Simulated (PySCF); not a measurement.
# How methods differ on the ionisation energy of Tl⁺

Tl⁺ [Xe] 4f14 5d10 6s2 (1S) → Tl²⁺ [Xe] 4f14 5d10 6s1 (2S), as a difference of total energies. Computed with PySCF 2.14 in aug-cc-pwCVTZ-DK3 with one added diffuse shell each of s, d, f type (12s10p9d6f1g, 138 functions), with the spin-free X2C one-electron Hamiltonian (Gaussian nucleus). The calculations carry no spin-orbit coupling.

```tsv
method	ionisation energy (eV)
UHF	18.349
M06-2X	19.999
B97-3	20.141
```

For comparison: 20.428 eV (measured; NIST Atomic Spectra Database, ionization energies).
